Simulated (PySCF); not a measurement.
CH5BO3, singlet, at a GFN2-xTB geometry, with bond 10-7 at 1.8 times its length; CASSCF(2,3)+NEVPT2/STO-3G (PySCF).

The PySCF input:
```python
from pyscf import gto, scf, mcscf, mrpt
import numpy

mol = gto.Mole()
mol.atom = '''
    B     0.01418998    0.02814444    0.50381150
    O    -0.21440423   -0.55518038    1.71404321
    H    -0.00020355   -0.03296419    2.48579483
    O     0.52346110    1.29534987    0.35617885
    H     0.71294341    1.77494457    1.16047888
    O    -0.29856168   -0.71619977   -0.57514783
    C    -0.11128416   -0.26471109   -1.89907019
    H     0.74936553   -0.78025390   -2.33212961
    H    -1.00790193   -0.51803087   -2.46717458
    H     0.19448972    1.67353265   -1.95870304
'''
mol.basis = 'sto-3g'
mol.verbose = 4
mol.build()

mf = scf.RHF(mol)
mf.kernel()
mc = mcscf.CASSCF(mf, 3, 2)
mc.fix_spin_(ss=0.0)
mc.kernel()
occ = numpy.linalg.eigvalsh(mc.fcisolver.make_rdm1(mc.ci, mc.ncas, mc.nelecas))[::-1]
ss = mc.fcisolver.spin_square(mc.ci, mc.ncas, mc.nelecas)[0]
print('natural occupations', occ.round(4), ' <S^2>', round(ss, 4))
e2 = mrpt.NEVPT(mc).kernel()
print('E(NEVPT2) = %.10f' % (mc.e_tot + e2))
```

The log (banner, timings and long lists left out):

```
PySCF version 2.14.0

[INPUT] verbose = 4
[INPUT] num. atoms = 10
[INPUT] num. electrons = 40
[INPUT] charge = 0
[INPUT] spin (= nelec alpha-beta = 2S) = 0
[INPUT] symmetry False subgroup None
[INPUT] Mole.unit = angstrom
[INPUT] Symbol           X                Y                Z      unit          X                Y                Z       unit  Magmom
[INPUT]  1 B      0.014189980000   0.028144440000   0.503811500000 AA    0.026815175913   0.053185283529   0.952065753406 Bohr   0.0
[INPUT]  2 O     -0.214404230000  -0.555180380000   1.714043210000 AA   -0.405165274648  -1.049138867932   3.239072232570 Bohr   0.0
[INPUT]  3 H     -0.000203550000  -0.032964190000   2.485794830000 AA   -0.000384653753  -0.062293291018   4.697471430560 Bohr   0.0
[INPUT]  4 O      0.523461100000   1.295349870000   0.356178850000 AA    0.989198115864   2.447856489791   0.673080477863 Bohr   0.0
[INPUT]  5 H      0.712943410000   1.774944570000   1.160478880000 AA    1.347267787214   3.354159123584   2.192987256542 Bohr   0.0
[INPUT]  6 O     -0.298561680000  -0.716199770000  -0.575147830000 AA   -0.564199806490  -1.353421415776  -1.086871879838 Bohr   0.0
[INPUT]  7 C     -0.111284160000  -0.264711090000  -1.899070190000 AA   -0.210296584402  -0.500231462235  -3.588722550426 Bohr   0.0
[INPUT]  8 H      0.749365530000  -0.780253900000  -2.332129610000 AA    1.416095618890  -1.474466178624  -4.407086249889 Bohr   0.0
[INPUT]  9 H     -1.007901930000  -0.518030870000  -2.467174580000 AA   -1.904658608121  -0.978936468370  -4.662284257689 Bohr   0.0
[INPUT] 10 H      0.194489720000   1.673532650000  -1.958703040000 AA    0.367532304843   3.162518369018  -3.701412304953 Bohr   0.0

nuclear repulsion = 173.919956052758
number of shells = 20
number of NR pGTOs = 90
number of NR cGTOs = 30
basis = sto-3g
ecp = {}

******** <class 'pyscf.scf.hf.RHF'> ********
method = RHF
initial guess = minao
damping factor = 0
level_shift factor = 0
DIIS = <class 'pyscf.scf.diis.CDIIS'>
diis_start_cycle = 1
diis_space = 8
diis_damp = 0
SCF conv_tol = 1e-09
SCF conv_tol_grad = None
SCF max_cycles = 50
direct_scf = True
direct_scf_tol = 1e-13
Set gradient conv threshold to 3.16228e-05
Initial guess from minao.
init E= -286.884571663948
  HOMO = -0.236479432706519  LUMO = 0.0429434424807852  gap/eV = 7.60348
cycle= 1 E= -285.989906795325  delta_E= 0.895  |g|= 0.656  |ddm|= 3.85
  HOMO = -0.238393713523882  LUMO = 0.210413108232205  gap/eV = 12.21266
cycle= 2 E= -286.131176612375  delta_E= -0.141  |g|= 0.197  |ddm|= 1.04
  HOMO = -0.256433899877567  LUMO = 0.227251022979582  gap/eV = 13.16174
cycle= 3 E= -286.143324830139  delta_E= -0.0121  |g|= 0.0395  |ddm|= 0.274
  HOMO = -0.268148807978387  LUMO = 0.217492970582062  gap/eV = 13.21499
cycle= 4 E= -286.144009908316  delta_E= -0.000685  |g|= 0.0122  |ddm|= 0.0736
  HOMO = -0.267910119128433  LUMO = 0.218676120345515  gap/eV = 13.24069
cycle= 5 E= -286.144079034435  delta_E= -6.91e-05  |g|= 0.00229  |ddm|= 0.0213
  HOMO = -0.26794438604121  LUMO = 0.218859326788315  gap/eV = 13.24660
cycle= 6 E= -286.14408237682  delta_E= -3.34e-06  |g|= 0.000771  |ddm|= 0.00486
  HOMO = -0.267911662082387  LUMO = 0.218932570102676  gap/eV = 13.24771
cycle= 7 E= -286.144082770826  delta_E= -3.94e-07  |g|= 0.000192  |ddm|= 0.00169
  HOMO = -0.267919304889823  LUMO = 0.218976814149627  gap/eV = 13.24912
cycle= 8 E= -286.144082796613  delta_E= -2.58e-08  |g|= 3.11e-05  |ddm|= 0.000505
  HOMO = -0.267916074501253  LUMO = 0.21897904360716  gap/eV = 13.24909
cycle= 9 E= -286.144082797308  delta_E= -6.95e-10  |g|= 4.89e-06  |ddm|= 8.43e-05
  HOMO = -0.267915318986381  LUMO = 0.218980016018519  gap/eV = 13.24910
Extra cycle  E= -286.144082797326  delta_E= -1.81e-11  |g|= 2.09e-06  |ddm|= 1.05e-05
converged SCF energy = -286.144082797326

******** <class 'pyscf.mcscf.mc1step.CASSCF'> ********
CAS (1e+1e, 3o), ncore = 19, nvir = 8
max_cycle_macro = 50
max_cycle_micro = 4
conv_tol = 1e-07
conv_tol_grad = None
orbital rotation max_stepsize = 0.02
orbital rotation threshold for CI restart = 0.01
augmented hessian ah_max_cycle = 30
augmented hessian ah_conv_tol = 1e-12
augmented hessian ah_linear dependence = 1e-14
augmented hessian ah_level shift = 1e-08
augmented hessian ah_start_tol = 2.5
augmented hessian ah_start_cycle = 3
augmented hessian ah_grad_trust_region = 3
kf_trust_region = 3
kf_interval = 4
ci_response_space = 4
ci_grad_trust_region = 3
with_dep4 0
natorb = False
canonicalization = True
sorting_mo_energy = False
ao2mo_level = 2
internal_rotation = False
******** <class 'pyscf.fci.addons.SpinPenaltyFCISolver'> ********
max. cycles = 50
conv_tol = 1e-08
davidson only = True
linear dependence = 1e-12
level shift = 0.001
max iter space = 12
nroots = 1
pspace_size = 400
spin = None
CASCI E = -286.205282081133  S^2 = 0.0000000
Set conv_tol_grad to 0.000316228
macro iter   1 ( 21 JK    4 micro), CASSCF E = -286.229293446935  dE = -2.40113658e-02  S^2 = 0.0000000
               |grad[o]|=0.0751  |grad[c]|=0.0245  |ddm|=0.0711  |maxRot[o]|=0.158
macro iter   2 ( 14 JK    4 micro), CASSCF E = -286.231087942178  dE = -1.79449524e-03  S^2 = 0.0000000
               |grad[o]|=0.0201  |grad[c]|=0.00321  |ddm|=0.00369  |maxRot[o]|=0.0613
macro iter   3 (  8 JK    3 micro), CASSCF E = -286.231137176241  dE = -4.92340636e-05  S^2 = 0.0000000
               |grad[o]|=0.00333  |grad[c]|=0.000112  |ddm|=0.00147  |maxRot[o]|=0.0126
macro iter   4 (  3 JK    1 micro), CASSCF E = -286.231137223843  dE = -4.76018158e-08  S^2 = 0.0000000
               |grad[o]|=0.000108  |grad[c]|=1.49e-05  |ddm|=4.63e-05  |maxRot[o]|=0.00218
1-step CASSCF converged in   4 macro ( 46 JK  12 micro) steps
CASSCF canonicalization
Density matrix diagonal elements [1.71355619e+00 2.86187383e-01 2.56424504e-04]
CASSCF energy = -286.231137223843
CASCI E = -286.231137223843  E(CI) = -1.19775793404949  S^2 = 0.0000000
natural occupations [1.7136 0.2864 0.    ]  <S^2> 0.0

******** <class 'pyscf.mrpt.nevpt2.NEVPT'> ********
NEVPT2 (1e+1e, 3o), ncore = 19, nvir = 8
root = 0

WARN: Active orbitals [2] (occs = [9.19112723e-08]) are canonicalized with external orbitals

Natural occ [1.71361398e+00 2.86385923e-01 9.19112723e-08]
Natural orbital (expansion on meta-Lowdin AOs) in CAS space
               #1        #2        #3
0 B 1s           0.00099  -0.00106  -0.00010
0 B 2s          -0.01908   0.02776   0.00542
0 B 2px          0.02165  -0.01291   0.78901
0 B 2py          0.00390   0.00385  -0.31844
0 B 2pz          0.03050  -0.03097  -0.00781
1 O 1s           0.00006  -0.00001   0.00002
1 O 2s          -0.00382   0.00180  -0.00097
1 O 2px         -0.01100   0.00734  -0.27895
1 O 2py         -0.00418  -0.00157   0.11156
1 O 2pz          0.00421  -0.00261   0.00128
2 H 1s          -0.00070   0.00089   0.00156
3 O 1s           0.00031   0.00046   0.00005
3 O 2s          -0.02307  -0.03272  -0.00300
3 O 2px         -0.00698   0.01632  -0.27222
3 O 2py         -0.01582  -0.00860   0.10973
3 O 2pz          0.02722   0.02776  -0.00197
4 H 1s           0.01202   0.02001   0.00443
5 O 1s           0.00006  -0.00010   0.00001
5 O 2s           0.02342  -0.02482  -0.00050
5 O 2px         -0.02418   0.02079  -0.27813
5 O 2py         -0.15973   0.15894   0.11309
5 O 2pz          0.03792  -0.03505  -0.00219
6 C 1s           0.00096   0.00202   0.00019
6 C 2s           0.24985  -0.28131  -0.01466
6 C 2px          0.09218  -0.09304  -0.04313
6 C 2py          0.61970  -0.61948   0.00492
6 C 2pz          0.01098  -0.00283   0.00306
7 H 1s          -0.06695   0.05409   0.07219
8 H 1s          -0.06495   0.05118  -0.04531
9 H 1s           0.71027   0.70056  -0.00064
<CAS-nat-orb|mo-hf>  20     20       0.93792112
<CAS-nat-orb|mo-hf>  21     21       0.99856980
<CAS-nat-orb|mo-hf>  22     22       0.99955978
Sr    (-1)',   E = -0.00000037275318
Si    (+1)',   E = -0.00042494239592
Sijrs (0)  ,   E = -0.12431126630184
Sijr  (+1) ,   E = -0.05092171746256
Srsi  (-1) ,   E = -0.00232458392203
Srs   (-2) ,   E = -0.00009682361891
Sij   (+2) ,   E = -0.00765892966606
Sir   (0)' ,   E = -0.00519743355720
Nevpt2 Energy = -0.190936069677716
E(NEVPT2) = -286.4220732935
```
